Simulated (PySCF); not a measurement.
# Telling isomers of C9H12Si apart by NMR

[PySCF 2.14.0 with density-fitted response routines: shielding tensors at PBE0/pcSseg-1 (GIAO); geometry from GFN2-xTB; one conformer; in vacuum; one averaged value for each set of equivalent atoms; relativity neglected]

Shifts are taken against calculated references (same method and geometry level): TMS for ¹H, ¹³C. Where no couplings were computed, multiplicities follow the n + 1 count of equivalent neighbours, and m marks all less simple cases (inequivalent or close neighbours, rings, F or P nearby). Shifts are as computed. Against solution values, carbons near 30 ppm lie about +3 ppm off and those near 130 ppm about +5 ppm. Of 1309 compounds with measured shifts, 239 miss one by over three times the rms of a fit or turn the order of signals round; such compounds aren't used in these exercises.

(1) Tabulate the signals of `C=C=C(C#C[SiH2]C)CC=C`, `C=C(C)C#CC1=C[SiH2][C@@H]1C`, `C=C=C(C#C[SiH2]C)C1CC1`, `c1ccc(C2C[SiH2]C2)cc1` and their relative energies.

(2) What is the quickest way to tell C=C=C(C#C[SiH2]C)CC=C from c1ccc(C2C[SiH2]C2)cc1?

(3) What is the quickest way to tell C=C(C)C#CC1=C[SiH2][C@@H]1C from c1ccc(C2C[SiH2]C2)cc1?

(4) What is the quickest way to tell C=C=C(C#C[SiH2]C)CC=C from C=C(C)C#CC1=C[SiH2][C@@H]1C?

Answers

(1) 
```json
{"SMILES": "C=C=C(C#C[SiH2]C)CC=C", "carbon types": "4×C 1×CH 3×CH2 1×CH3", "δC": "230.6, 145.7, 122.0, 109.3, 101.7, 94.4, 80.4, 46.3, -4.8", "δH": "6.56 (m, 1H), 5.38 (m, 1H), 5.32 (m, 1H), 5.21 (s, 2H), 4.59 (q, 2H), 2.86 (m, 2H), 0.30 (t, 3H)", "E rel. (kcal/mol)": "73.7"}
{"SMILES": "C=C(C)C#CC1=C[SiH2][C@@H]1C", "carbon types": "4×C 2×CH 1×CH2 2×CH3", "δC": "159.5, 146.2, 134.9, 132.0, 105.6, 94.7, 35.9, 26.9, 19.3", "δH": "6.39 (m, 1H), 5.78 (m, 1H), 5.75 (m, 1H), 4.87 (m, 1H), 4.54 (m, 1H), 2.42 (m, 1H), 2.08 (s, 3H), 1.40 (d, 3H)", "E rel. (kcal/mol)": "62.8"}
{"SMILES": "C=C=C(C#C[SiH2]C)C1CC1", "carbon types": "4×C 1×CH 3×CH2 1×CH3", "δC": "228.7, 110.0, 101.6, 101.4, 85.5, 13.3, 13.2, -4.6", "δH": "5.33 (s, 2H), 4.59 (q, 2H), 1.10 (m, 1H), 0.88 (m, 2H), 0.37 (m, 2H), 0.30 (t, 3H)", "E rel. (kcal/mol)": "75.6"}
{"SMILES": "c1ccc(C2C[SiH2]C2)cc1", "carbon types": "1×C 6×CH 2×CH2", "δC": "160.2, 134.1, 131.6, 131.1, 42.8, 21.1", "δH": "7.65 (m, 2H), 7.64 (m, 2H), 7.48 (t, 1H), 5.08 (m, 1H), 4.90 (m, 1H), 3.52 (m, 1H), 2.22 (m, 2H), 1.51 (m, 2H)", "E rel. (kcal/mol)": "0.0"}
```

Energies are electronic energies at PBE0/pcSseg-1 on these geometries, without zero-point or thermal terms, each for the one conformer computed, which needn't be the lowest.

(2) Count the carbon signals: 9 against 6. The first has a central carbon of an allene (C) at 230.6 ppm, the second an sp3 CH on an aromatic ring at 42.8 ppm. Their most deshielded carbons lie at 230.6 and 160.2 ppm. In the proton spectra the most deshielded non-exchanging signals are 6.56 (m, 1H) and 7.65 (m, 2H).

(3) Count the carbon signals: 9 against 6. The first has a terminal =CH2 carbon at 132.0 ppm, the second an sp3 CH2 bonded to Si at 21.1 ppm. Their most deshielded carbons lie at 159.5 and 160.2 ppm. In the proton spectra the most deshielded non-exchanging signals are 6.39 (m, 1H) and 7.65 (m, 2H).

(4) Both give the same number of carbon signals, but DEPT or the intensities differ. The first has a central carbon of an allene (C) at 230.6 ppm, the second an allylic sp3 CH bonded to Si at 35.9 ppm. Their most deshielded carbons lie at 230.6 and 159.5 ppm.
